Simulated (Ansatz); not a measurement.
One change: `CC(N)([SiH3])S` becomes `CC(N)(S)S`.

Ansatz, PBE0-D4/def2-TZVP geometries, multiplicity 1. Each molecule was computed in one conformer, which needn't be the lowest.

```json
{"property": "HOMO energy (PBE0/def2-TZVPP) / eV", "`CC(N)([SiH3])S`": "-6.77"}
{"property": "HOMO energy (PBE/def2-TZVPP) / eV", "`CC(N)([SiH3])S`": "-5.49"}
{"property": "LUMO energy (PBE0/def2-TZVPP) / eV", "`CC(N)([SiH3])S`": "-0.03"}
{"property": "size of the dipole moment (ωB97M-V/def2-TZVPP) / D", "`CC(N)([SiH3])S`": "0.89"}
{"property": "LUMO energy (B3LYP/def2-TZVPP) / eV", "`CC(N)([SiH3])S`": "-0.27"}
{"property": "HOMO energy (ωB97M-V/def2-TZVPP) / eV", "`CC(N)([SiH3])S`": "-9.01"}
```

Problem. What does the change do to each property? (Estimate.)

Solution. Ansatz gave: 
```tsv
property	`CC(N)(S)S`	shift
HOMO energy (PBE0/def2-TZVPP) / eV	-6.64	0.13
HOMO energy (PBE/def2-TZVPP) / eV	-5.42	0.07
LUMO energy (PBE0/def2-TZVPP) / eV	-0.11	-0.08
size of the dipole moment (ωB97M-V/def2-TZVPP) / D	1.91	1.02
LUMO energy (B3LYP/def2-TZVPP) / eV	-0.36	-0.09
HOMO energy (ωB97M-V/def2-TZVPP) / eV	-8.83	0.18
```

With PBE0 the HOMO rises by 0.13 eV and the LUMO falls by 0.08 eV, so the gap narrows by about 0.21 eV. PBE moves the HOMO by 0.07 eV and ωB97M-V by 0.18 eV. Dipoles are sizes alone; their direction can turn.

B3LYP here is the variant with VWN-RPA as its local correlation; programs differ in this.
